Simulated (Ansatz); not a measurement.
Reaction (atomization): `C=CC[N]([GeH3])CC=C` → 6 C• + Ge• + 13 H• + N•

Computed with Ansatz on PBE0-D4/def2-TZVP structures; ΔE is electronic, products minus reactants. CBS: MP2 limit from def2 TZ/QZ plus the TZ coupled-cluster correction, frozen cores. This one scheme is used for every species, atoms too. For atomizations the MP2-based limit and the directly extrapolated one differ by several kJ/mol either way, and by 10 to 25 for some Ge, Se and Sn compounds, so smaller differences from it don't rank the levels. DFT in def2-TZVPP. HSE06 is defined as in plane-wave codes. No spin–orbit coupling; open shells (•) take unrestricted orbitals. Spin–orbit coupling would lower the free atoms: a little for C; clearly for Ge. Bonds to Ge are less sure, by a few kJ/mol each and by 10 to 20 or more in all where they break to atoms, as the def2 sets lack core-valence functions. Scalar relativity is left out up to krypton. One conformer a species, not always the lowest.

`C=CC[N]([GeH3])CC=C`:

Z-matrix (Å, degrees):
```
C
C 1 1.502
N 1 1.437 2 118.4
H 1 1.100 2 108.4 3 123.9
H 1 1.101 2 106.9 3 -123.8
C 2 1.325 1 126.5 3 2.4
H 2 1.089 1 114.3 3 -179.5
Ge 3 1.835 1 121.0 2 -74.6
C 3 1.449 1 118.5 2 92.1
H 6 1.084 2 121.7 1 -1.7
H 6 1.084 2 121.1 1 178.3
H 8 1.544 3 114.6 1 91.0
H 8 1.537 3 106.0 1 -29.8
H 8 1.540 3 106.4 1 -149.2
C 9 1.500 3 115.4 1 -88.3
H 9 1.099 3 108.0 1 34.4
H 9 1.097 3 108.9 1 149.6
C 15 1.326 9 123.7 3 -114.3
H 15 1.087 9 116.4 3 64.1
H 18 1.087 15 121.1 9 -1.2
H 18 1.084 15 122.0 9 179.0
```

```csv
level,ΔE (kcal/mol)
LDA (SPW92),2217.9
B97M-V,1944.8
PBE0-D4,1951.0
PBE,1967.3
HSE06,1941.1
HF/def2-SVP,1440.8
HF/def2-TZVPP,1417.1
HF/CBS(def2),1418.9
```

Task: What does CCSD(T)/CBS give? (Estimate.)

Result: The calculation gave: +1938.5 kcal/mol. The listed levels differ from it by 279.4, 6.3, 12.5, 28.8, 2.6, -497.7, -521.4, -519.6 kcal/mol.

Largest T1 diagnostic among the species: 0.011.

In def2-TZVPP, CCSD(T) changes the Hartree–Fock value by +478.3 kcal/mol (the triples alone add +29.0 kcal/mol) and MP2 by +499.2 kcal/mol; breaking electron pairs costs correlation energy, which Hartree–Fock lacks. From BLYP to BHLYP (50 % exact exchange), in def2-TZVPP and without D4, ΔE moves by −32.0 kcal/mol: exact exchange takes away binding that semilocal exchange gives to molecules. The D4 term adds +21.4 kcal/mol with B3LYP and +11.7 kcal/mol with PBE0; it sums over pairs of atoms, weighted by their polarisabilities, and B3LYP, whose exchange is more repulsive, gets the larger term.

B3LYP here is the variant with VWN-RPA as its local correlation; programs differ in this.
